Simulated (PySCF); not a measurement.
Species: C₆H₁₂ClFO.
SMILES: `CC[C@@H](COC)[C@@H](F)Cl`

Torsions of this conformer, `[CH3:1][CH2:2][C@@H:3]([CH2:4][O:5][CH3:6])[C@@H:7]([F:8])[Cl:9]`: C1–C2–C3–C4 68°, C2–C3–C4–O5 -177°, C3–C4–O5–C6 179°, C2–C3–C7–F8 -55°.

The closed-shell ground state was solved at several levels (PySCF, density fitting, gas phase, non-relativistic). Isolated species at its PBE0-D3(BJ)/def2-SVP geometry (one conformer only).

| level | basis functions | total energy (Eh) | HOMO (eV) | LUMO (eV) | gap (eV) | dipole (D) |
| --- | --- | --- | --- | --- | --- | --- |
| PBE0/pcSseg-1 | 220 | -870.4422 | -7.73 | 0.91 | 8.64 | 3.13 |
| B3LYP/pcSseg-1 | 220 | -871.0803 | -7.48 | 0.64 | 8.12 | 3.06 |

**Question.** What might CAM-B3LYP/def2-SVPD (289 basis functions) give for the same quantities?

**Answer.** Total energy -870.5319 Eh, HOMO -9.28 eV, LUMO 1.15 eV, gap 10.43 eV, dipole 3.07 D.

**Question.** Over all these levels, which gives the widest orbital gap and which the narrowest?

**Answer.** CAM-B3LYP/def2-SVPD (range-separated hybrid) has the widest, 10.43 eV, and B3LYP/pcSseg-1 (global hybrid, 20 % exact exchange) the narrowest, 8.12 eV. Functional and basis both differ between the two, so the spread mixes both effects.

**Question.** How far do the dipole and the HOMO energy spread over the levels?

**Answer.** The dipole runs from 3.06 to 3.13 D (mean 3.08 D) and the HOMO from -9.28 to -7.48 eV.
